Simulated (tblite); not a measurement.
Parent: `[CH2:1]=[CH:2][C:3]1=[CH:4][CH2:5][P@@:6]([CH3:7])(=[S:8])[CH2:9]1` with C1–C2–C3–C4 -175°, C3–C4–C5–P6 17°, C4–C5–P6–C7 83°, C5–P6–C9–C3 22°, C2–C3–C9–P6 164°, C7H11PS.

Computed geometry: GFN2-xTB, gas phase. One conformer each, not checked by frequencies here.

| coordinate of the parent | value |
| --- | --- |
| C1=C2 | 1.329 Å |
| C2–C3 | 1.449 Å |
| C3=C4 | 1.338 Å |
| C4–C5 | 1.492 Å |
| C5–P6 | 1.854 Å |
| P6–C7 | 1.836 Å |
| P6=S8 | 1.937 Å |
| P6–C9 | 1.851 Å |
| C3–C9 | 1.505 Å |
| C1–C2–C3 | 125.4° |
| C2–C3–C4 | 123.3° |
| C2–C3–C9 | 121.2° |
| C4–C3–C9 | 115.5° |
| C3–C4–C5 | 117.8° |
| C4–C5–P6 | 103.3° |
| C5–P6–C7 | 104.0° |
| C5–P6–S8 | 118.7° |
| C5–P6–C9 | 92.8° |
| C7–P6–S8 | 115.3° |
| C7–P6–C9 | 104.0° |
| S8–P6–C9 | 118.8° |
| C3–C9–P6 | 104.1° |

**Question.** How does the shared frame change in `[CH3:1][P@:2]1(=[S:3])[CH2:4][CH:5]=[C:6]([C:7]([F:8])([F:9])[F:10])[CH2:11]1` with C1–P2–C4–C5 -83°, P2–C4–C5–C6 -17°, C5–C6–C11–P2 17°, C1–P2–C11–C6 83°, C6H8F3PS? Atoms pair as C2 = C7, C3 = C6, C4 = C5, C5 = C4, P6 = P2, C7 = C1, S8 = S3, C9 = C11 (parent first).

**Answer.** 
```json
{"parent": "C2–C3", "relative": "C7–C6", "value in the relative": "1.497 Å", "change": "+0.048"}
{"parent": "C3=C4", "relative": "C6=C5", "value in the relative": "1.328 Å", "change": "-0.010"}
{"parent": "C4–C5", "relative": "C5–C4", "value in the relative": "1.489 Å", "change": "-0.003"}
{"parent": "C5–P6", "relative": "C4–P2", "value in the relative": "1.864 Å", "change": "+0.010"}
{"parent": "P6–C7", "relative": "P2–C1", "value in the relative": "1.834 Å", "change": "-0.002"}
{"parent": "P6=S8", "relative": "P2=S3", "value in the relative": "1.932 Å", "change": "-0.005"}
{"parent": "P6–C9", "relative": "P2–C11", "value in the relative": "1.863 Å", "change": "+0.012"}
{"parent": "C3–C9", "relative": "C6–C11", "value in the relative": "1.497 Å", "change": "-0.008"}
{"parent": "C2–C3–C4", "relative": "C7–C6–C5", "value in the relative": "124.1°", "change": "+0.8"}
{"parent": "C2–C3–C9", "relative": "C7–C6–C11", "value in the relative": "118.0°", "change": "-3.2"}
{"parent": "C4–C3–C9", "relative": "C5–C6–C11", "value in the relative": "117.9°", "change": "+2.4"}
{"parent": "C3–C4–C5", "relative": "C6–C5–C4", "value in the relative": "116.3°", "change": "-1.5"}
{"parent": "C4–C5–P6", "relative": "C5–C4–P2", "value in the relative": "104.1°", "change": "+0.8"}
{"parent": "C5–P6–C7", "relative": "C4–P2–C1", "value in the relative": "104.0°", "change": "0.0"}
{"parent": "C5–P6–S8", "relative": "C4–P2–S3", "value in the relative": "118.5°", "change": "-0.2"}
{"parent": "C5–P6–C9", "relative": "C4–P2–C11", "value in the relative": "92.3°", "change": "-0.5"}
{"parent": "C7–P6–S8", "relative": "C1–P2–S3", "value in the relative": "116.3°", "change": "+1.0"}
{"parent": "C7–P6–C9", "relative": "C1–P2–C11", "value in the relative": "103.7°", "change": "-0.3"}
{"parent": "S8–P6–C9", "relative": "S3–P2–C11", "value in the relative": "118.5°", "change": "-0.3"}
{"parent": "C3–C9–P6", "relative": "C6–C11–P2", "value in the relative": "103.0°", "change": "-1.1"}
```

Of the parent's bonds, C2–C3 changes most (+0.048 Å). Bonds of the relative outside the shared frame: C7–F8 1.339, C7–F9 1.348, C7–F10 1.343 Å. Point group C1 → C1.
